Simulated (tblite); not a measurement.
F₃Sc, triplet, geometry from GFN2-xTB (such geometries of metal compounds can be far from the true shape) (the multiplicity is a formal guess); GFN1-xTB with ALPB(water) (tblite).

tblite was given this input:
```
$ tblite run mol.xyz --method gfn1 --charge 0 --spin 2 --alpb water --json tblite.json --no-restart

# file mol.xyz
4

Sc    -0.00000000     0.00000000    -0.00000000
F     -1.56022411    -0.96698077     0.06599949
F     -0.00103303     1.69838251    -0.69943035
F      1.56125715    -0.73140173     0.63343086
```

**Question.** What does tblite print? Leave out banner, timings and long lists.

**Answer.** 
```
xTB calculator
 | screened Coulomb repulsion
 | Coulomb electrostatics
 |  * isotropic Klopman-Ohno-Mataga-Nishimoto electrostatics
 |  * onsite third-order electrostatics
 | DFT-D3(BJ) dispersion correction
 | Interactions (3)
 | [1] alpb/gbsa reaction field model
 | [2] cds contribution to solvation
 | [3] empirical free energy shift and standard state/solvent correction

halogen bonding energy    0.0000000000000E+00 Eh
repulsion energy          9.3315646681746E-03 Eh
dispersion energy        -5.6628048477097E-04 Eh
interaction energy       -2.0058456916030E-02 Eh
number of electrons       2.4000000000000E+01 e
integral cutoff           4.0000000000000E+01 bohr

------------------------------------------------------------
  cycle        total energy    energy error   density error
------------------------------------------------------------
      1     -15.97214970907  -1.5960857E+01   6.7026588E-01
      2     -16.41242833928  -4.4027863E-01   3.0113735E-01
      3     -16.42435049911  -1.1922160E-02   1.8017180E-01
      4     -16.30940870879   1.1494179E-01   2.3413137E-01
      5     -16.38840950860  -7.9000800E-02   1.4251340E-01
      6     -16.36187748616   2.6532022E-02   1.8083035E-01
      7     -16.42553478090  -6.3657295E-02   6.7931963E-02
      8     -16.43226566373  -6.7308828E-03   3.8451406E-02
      9     -16.43415405433  -1.8883906E-03   2.4680752E-02
     10     -16.43524786451  -1.0938102E-03   9.3547824E-03
     11     -16.43542878504  -1.8092053E-04   1.3539549E-03
     12     -16.43542492492   3.8601241E-06   1.9379087E-03
     13     -16.43543210385  -7.1789286E-06   5.8477169E-04
     14     -16.43543271666  -6.1281029E-07   2.2017113E-04
     15     -16.43543281474  -9.8085302E-08   3.7264386E-05
     16     -16.43543281742  -2.6743301E-09   1.0962547E-05
------------------------------------------------------------

electronic energy        -1.6424139644683E+01 Eh
total energy             -1.6435432817415E+01 Eh

Post processing:
 | Mayer-Wiberg bond orders

[Info] JSON dump of results written to 'tblite.json'
```
